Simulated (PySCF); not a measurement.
## Vertical excitation energies

SiClMe3, C3H9ClSi.
SMILES: `C[Si](C)(C)Cl`

Computed, not measured: PySCF, TDDFT CAM-B3LYP/def2-SVPD, vertical, gas phase, core orbitals frozen in the response. Geometry: PBE0-D3(BJ)/def2-SVP; no solvent, vibrations or thermal averaging.

| state | E (eV) | λ (nm) | ν̃ (cm⁻¹) | f | main configurations (H = HOMO, L = LUMO) |
| --- | --- | --- | --- | --- | --- |
| S1 | 7.98 | 155.3 | 64390 | 0.109 | H-1/H→L (≥86%) |
| S2 | 7.99 | 155.2 | 64420 | 0.109 | H-1/H→L (≥86%) |
| S3 | 8.26 | 150.1 | 66630 | 0.0003 | H-1/H→L+1 (≥72%) |
| S4 | 8.26 | 150.0 | 66640 | 0.0005 | H-1/H→L+1 (≥73%) |
| S5 | 8.99 | 138.0 | 72490 | 0.011 | H-3/H-2→L (≥42%), H-1/H→L+2 (≥13%) |
| S6 | 8.99 | 137.9 | 72490 | 0.011 | H-3/H-2→L (≥42%), H-1/H→L+3 (≥13%) |
| S7 | 9.11 | 136.1 | 73490 | 0.057 | H-1/H→L+3 (≥39%), H-1/H→L+2 (≥38%), H-4→L (11%) |
| S8 | 9.15 | 135.5 | 73820 | 0.0000 | H-1/H→L+2 (≥46%), H-1/H→L+3 (≥39%) |
| S9 | 9.21 | 134.7 | 74260 | 0.0032 | H-1/H→L+3 (≥28%), H-1/H→L+2 (≥20%), H-3/H-2→L (≥18%) |
| S10 | 9.21 | 134.6 | 74290 | 0.0030 | H-1/H→L+2 (≥25%), H-1/H→L+3 (≥24%), H-3/H-2→L (≥18%) |

Triplets, Tamm–Dancoff:

```json
{"state": "T1", "E (eV)": "7.72", "λ (nm)": "160.5", "main configurations (H = HOMO, L = LUMO)": "H-1/H→L (≥49%), H-1/H→L+1 (≥35%)"}
{"state": "T2", "E (eV)": "7.73", "λ (nm)": "160.5", "main configurations (H = HOMO, L = LUMO)": "H-1/H→L (≥48%), H-1/H→L+1 (≥35%)"}
{"state": "T3", "E (eV)": "7.95", "λ (nm)": "156.0", "main configurations (H = HOMO, L = LUMO)": "H-1/H→L+1 (≥34%), H-1/H→L (≥33%)"}
{"state": "T4", "E (eV)": "7.95", "λ (nm)": "156.0", "main configurations (H = HOMO, L = LUMO)": "H-1/H→L+1 (≥34%), H-1/H→L (≥33%)"}
```

The lowest singlet level (S1/S2) comes at 155 nm (770 kJ/mol) in the vacuum ultraviolet; it is strong. The lowest level is also the most intense of those listed (f = 0.218 summed). S1/S2, S3/S4, S5/S6 and S9/S10 lie within about 0.01 eV of each other in each set. Löwdin shares by element: HOMO (one of a set within 0.03 eV) chlorine 50%, carbon 28% or more, silicon 12%; LUMO carbon 29%, silicon 20% (atoms not listed hold the other 51%). The oscillator strengths of these states sum to 0.303; summed over the whole spectrum of an exact calculation they would give the number of electrons, 58 (Thomas–Reiche–Kuhn). Of the 10 states listed, 5 reach f = 0.01 and 3 stay under 0.0005. Orbital energies (eV): HOMO-3 -10.94, HOMO-2 -10.93, HOMO-1 -9.76, HOMO -9.76, LUMO 0.97, LUMO+1 1.95, LUMO+2 2.01. Orbitals of the list HOMO-3 to LUMO+2 that lie within 0.01 eV of each other are written together with a slash and their weights summed (≥ marks a lower bound); for degenerate orbitals outside that list single weights are arbitrary. The window holds the lowest 10 singlets.

Time: 76 s (grids of density and orbitals included); peak memory 0.92 GiB. Hardware: Intel Xeon at 2.50 GHz, one thread, shared host with 64 logical CPUs at a one-minute load of 63.
